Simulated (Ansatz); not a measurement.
Si₆H₁₂ (started as a model of: cyclo-(SiH2)6), relaxed as a singlet with RKS B3LYP-D4/def2-SVP in Ansatz, starting from the GFN2-xTB geometry. Force threshold 0.02 eV/Å.

Start:

Cartesian coordinates in Å:
```
Si -0.742 1.586 1.419
Si 1.471 0.873 1.471
Si 2.177 0.043 -0.585
Si 0.741 -1.585 -1.422
Si -1.473 -0.871 -1.471
Si -2.176 -0.046 0.588
H -1.189 2.113 2.716
H -0.825 2.763 0.537
H 1.585 -0.205 2.468
H 2.377 1.905 1.994
H 2.213 1.160 -1.544
H 3.574 -0.412 -0.551
H 1.187 -2.105 -2.722
H 0.823 -2.766 -0.545
H -1.586 0.211 -2.463
H -2.379 -1.901 -1.997
H -3.575 0.402 0.561
H -2.203 -1.165 1.546
```

Problem. Estimate the energy that the relaxation releases and the steps that it takes.

Solution. 21.0 kJ/mol, in 4 steps; 12 s on 4 threads of AMD EPYC 7B13 on a shared host. No frequencies were taken in this run, so the end may be a saddle point.

Problem. Does the start keep its bonding and symmetry?

Solution. By distances, no bond broke or formed. The bond that changes most is Si4–Si5, from 2.33 to 2.35 Å (atoms count from 1). The end is the same structure that another start reached. Point group D3d at the start, D3d at the end, both within 0.05 Å.

Problem. Predict the relaxed structure.

Solution. 
```xyz
18

Si   -0.7406    1.6297    1.3663
Si    1.4640    0.8145    1.5045
Si    2.1607    0.0960   -0.6268
Si    0.7396   -1.6289   -1.3679
Si   -1.4648   -0.8131   -1.5043
Si   -2.1599   -0.0981    0.6286
H    -1.1935    2.1596    2.6892
H    -0.7828    2.7483    0.3746
H     1.4920   -0.3502    2.4420
H     2.3853    1.8656    2.0361
H     2.0668    1.2444   -1.5802
H     3.5820   -0.3676   -0.5909
H     1.1925   -2.1557   -2.6922
H     0.7814   -2.7499   -0.3790
H    -1.4932    0.3533   -2.4397
H    -2.3863   -1.8633   -2.0376
H    -3.5824    0.3619    0.5960
H    -2.0609   -1.2465    1.5813
```
Bond lengths: 6 × Si–Si 2.35 Å; 12 × H–Si 1.50 Å.
